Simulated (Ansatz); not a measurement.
Reactions of C₃H₄F₂ (`C=CC(F)F`).

Calculated with Ansatz (gas phase, PBE0-D4/def2-TZVP geometries, no zero-point term in ΔE). CCSD(T)/CBS is the MP2 limit (def2-TZVPP, def2-QZVPP) plus CCSD(T) − MP2 in def2-TZVPP, frozen cores. This one scheme is used for every species. Functionals use def2-TZVPP. One conformer a species, not always the lowest.

| reaction | CCSD(T)/CBS(def2) (kJ/mol) |
| --- | --- |
| `C=CC(F)F` + H₂ → `C=C` + `FCF` | ? |
| `C=CC(F)F` + `CC(F)CF` → `C[C@H](F)[C@H](F)C(F)F` + `C=C` | 5 |
| `C=CC(F)F` + H₂O → `OC(F)F` + `C=C` | 2 |
| `C=CC(F)F` + `CNC` → `C=CN(C)C` + `FCF` | 3 |

(1) Fill in the missing values. (An estimate is asked.)

Largest T1 diagnostic: 0.012, for `C=CC(F)F`.

Results:

(1) Computed: `C=CC(F)F` + H₂ → `C=C` + `FCF`: -36.1 kJ/mol.
